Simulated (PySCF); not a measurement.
Zn(Br)(Me) (CH3BrZn), SMILES [CH3][Zn][Br].

Geometry optimised at B3LYP-D3(BJ)/def2-SVP. The structure was generated by enumeration; whether it is a known compound was not checked.

Calculation: PBE/def2-TZVPD in PySCF.

Isolated molecule, no solvent.

Q: Estimate the frontier levels, gap, dipole moment and polarisability. (Estimate from the structure and the level; the computed values follow.)

A: 
```yaml
highest_occupied_level: -6.92 eV
lowest_empty_level: -1.55 eV
orbital_gap: 5.37 eV
dipole_moment: 2.42 D
quadrupole, principal values (traceless, Buckingham form, about the centre of nuclear charge): -2.30, 1.15, 1.15 D·Å
mean_static_polarisability: 65.2 bohr³ (9.66 Å³)
polarisability_principal_values: 51.3, 51.3, 93.1 bohr³
```
